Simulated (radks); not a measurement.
Q: All-electron atom: Rb II in [Ar] 3d10 4s2 4p5 5s1 (not the ground configuration). Method: Dirac Kohn-Sham, HCTH/407, spin-unpolarised, spherical densities, finite nucleus; open shells fill j = l - 1/2 first; Fermi nuclear charge, rms radius 4.2036 fm; computed with a radial shooting solver on a logarithmic mesh with Libxc functionals. Some entries of the table are withheld. Estimate them.

| orbital | occ. | eigenvalue (eV) | <r> (bohr) | <1/r> (bohr^-1) |
|---|---|---|---|---|
| 1s1/2 | 2 | -15034.90 | 0.04032 | 37.85 |
| 2s1/2 | 2 | -2023.076 | 0.1776 | 8.503 |
| 2p1/2 | 2 | -1837.765 | 0.1522 | 8.475 |
| 2p3/2 | 4 | -1776.961 | 0.1563 | 8.163 |
| 3s1/2 | 2 | -312.1658 | 0.5098 | (1) |
| 3p1/2 | 2 | (2) | 0.5105 | 2.717 |
| 3p3/2 | 4 | (3) | 0.5209 | 2.642 |
| 3d3/2 | 4 | -119.3560 | (4) | (5) |
| 3d5/2 | 6 | -117.7883 | (6) | (7) |
| 4s1/2 | 2 | -43.5599 | 1.423 | 0.9423 |
| 4p1/2 | 2 | -27.6451 | 1.621 | 0.8180 |
| 4p3/2 | 3 | -26.6699 | 1.653 | 0.7997 |
| 5s1/2 | 1 | -8.0437 | 4.102 | 0.3121 |
| 4d3/2 | 0 | -6.6494 | (8) | 0.4556 |
| 4d5/2 | 0 | -6.5943 | (9) | 0.4519 |
| 5p1/2 | 0 | -5.4545 | 5.108 | 0.2463 |
| 5p3/2 | 0 | -5.3666 | 5.178 | 0.2426 |

A: 
(1) 3s1/2 <1/r> (bohr^-1): 2.827
(2) 3p1/2 eigenvalue (eV): -245.4825
(3) 3p3/2 eigenvalue (eV): -236.3135
(4) 3d3/2 <r> (bohr): 0.5203
(5) 3d3/2 <1/r> (bohr^-1): 2.412
(6) 3d5/2 <r> (bohr): 0.5240
(7) 3d5/2 <1/r> (bohr^-1): 2.393
(8) 4d3/2 <r> (bohr): 2.939
(9) 4d5/2 <r> (bohr): 2.962
